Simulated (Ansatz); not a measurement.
Isomers of Al$_{2}$P$_{2}$⁻ (doublet), relaxed with B3LYP-D4/def2-TZVPD; total energies from Ansatz at PBE0-D4/def2-TZVPD.

| isomer | description | energy (Eh) |
| --- | --- | --- |
| A | point group C2v; 4 × Al–P 2.43 Å; 1 × P–P 2.22 Å | -1167.20447 |
| B | point group D2h; 4 × Al–P 2.31 Å | -1167.19573 |

The isomers come from a short search, and lower ones may exist.

Problem. Work out the relative energies (1 Eh = 2625.5 kJ/mol) and the Boltzmann populations at 298 K from electronic energies alone (R = 8.314 J/mol/K).

Solution. ΔE: A 0.0, B 22.9 kJ/mol. RT = 2.48 kJ/mol. Factors exp(−ΔE/RT): A 1, B 9.77e-05; sum 1.000. Populations: A 100.0 %, B 0.0 %. Zero-point energy, vibrational entropy and symmetry numbers are left out and can shift these; an error of 4 kJ/mol changes a ratio by a factor of 5.0. Over the other density-functional and correlated levels in def2 sets, the gap between A and B ranges from 0 to 26 kJ/mol.
